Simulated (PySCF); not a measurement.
# How the method moves the adiabatic energies of losing or gaining an electron of `CSSC(F)(F)F` (C2H3F3S2)

All levels share the PBE0-D3(BJ)/def2-SVP structures and the PBE0-D3(BJ)/def2-SVP thermal terms; only the single-point energies (PySCF) change. Values are adiabatic energies of losing or gaining an electron (0 K, eV).

adiabatic ionisation energy: the gap is larger than usual, and may come from another state, site, conformer or species, from an onset or band maximum that doesn't mark the energy named, from the functional or basis, or from an outlying measurement.

Measured (NIST Chemistry WebBook): adiabatic ionisation energy 9.60 eV.

```jsonl
{"level": "HF/ma-def2-TZVP", "ionisation energy to the radical cation": "8.35"}
{"level": "BP86-D3(BJ)/cc-pVDZ", "ionisation energy to the radical cation": "8.68"}
{"level": "B97-2/pcseg-1 (grid 2, diis space 4)", "ionisation energy to the radical cation": "9.00"}
{"level": "ωB97X-D3(BJ)/ma-def2-TZVP", "ionisation energy to the radical cation": "9.14"}
```

Hartree-Fock leaves out electron correlation, so its ionisation energies and electron affinities from energy differences come out too low, often by 1 eV or more.

The spread: 0.79 eV, from 8.35 to 9.14.
